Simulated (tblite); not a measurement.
**Question.** Write a Z-matrix for `P1(CO)Cc2ccccc2C1` as optimised with GFN2-xTB.

**Answer.** 
Z-matrix in Å and degrees, rows numbered from 1:
```
O 
C   1  1.4062
P   2  1.8818  1  110.70
C   3  1.8649  2   96.16  1    70.82
C   4  1.4995  3  106.67  2    77.30
C   5  1.3839  4  124.57  3  -165.48
C   6  1.3858  5  119.55  4   179.92
C   7  1.3847  6  120.30  5     0.03
C   8  1.3858  7  120.28  6     0.12
C   9  1.3838  8  119.52  7    -0.14
C  10  1.5004  5  115.15  4     0.56
H   1  0.9640  2  108.80  3    62.15
H   2  1.1006  1  111.38  3  -121.57
H   2  1.0942  1  106.49  3   119.90
H   4  1.0949  3  109.27  2  -162.87
H   4  1.0928  3  109.61  2   -44.90
H   6  1.0805  5  120.08  4     0.25
H   7  1.0802  6  119.77  5  -179.69
H   8  1.0801  7  119.95  6  -179.65
H   9  1.0807  8  120.36  7  -179.90
H  11  1.0948  3  108.76  2   164.35
H  11  1.0926  3  110.68  2    46.42
```

The 8 C–C bonds span 1.384 Å (C9–C10, aromatic) to 1.500 Å (C10–C11, drawn single), a spread of 0.116 Å. P3 (phosphine phosphorus) is pyramidal (angles 96.6°, 96.2° and 91.3°, sum 284.1°, 0.99 Å off the plane of its three neighbours). The 5-membered ring P3–C4–C5–C10–C11 has internal angles of 91.3° to 115.3° (sum 535°, against 540° for a flat polygon); it is puckered, 0.11 Å rms from its mean plane, widest ring torsion 20°. The 6-membered ring C5–C6–C7–C8–C9–C10 has internal angles of 119.5° to 120.3°; it is planar, 0.00 Å rms from its mean plane, widest ring torsion 0°.

The geometry is computed with GFN2-xTB (gas phase).

Point group: C1 (no symmetry element, even within 0.4 Å). Its GFN2-xTB frequencies are all real (lowest 50 cm⁻¹). One conformer, not necessarily the lowest (H–O1–C2–P3 62°, O1–C2–P3–C4 71°, C2–P3–C4–C5 77°, P3–C4–C5–C6 -165°, C9–C10–C11–P3 165°, C2–P3–C11–C10 -77°). 3 starts were optimised and ended at 0.00, 1.06 and 1.06 kcal/mol (GFN2-xTB); the lowest of these is shown.
